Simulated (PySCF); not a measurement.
B₃H₅N₃, SMILES B1[N]BNBN1 (connectivity only; charge and spin as stated), charge -1, multiplicity 1.

Coordinates come from a PBE0-D3(BJ)/def2-SVPD optimisation. The spin state was assumed, not searched. The isomer is the one that the SMILES or the coordinates give; other isomers of the formula were not compared.

Calculation: r2SCAN/def2-SVPD (PySCF).

The molecule is in vacuum. A positive occupied level means that this level leaves the electron formally unbound; only the finite basis holds it.

| Quantity | Result |
|---|---|
| total energy | -241.74856 hartree |
| point group | C2v |
| highest occupied level | 0.16 eV |
| lowest empty level | 4.15 eV |
| orbital gap | 3.99 eV |
| dipole moment about the centre of nuclear charge | 4.79 D |
| mean static polarisability | 79.3 bohr³ (11.76 Å³) |
| polarisability, principal values | 53.7, 88.8, 95.5 bohr³ |
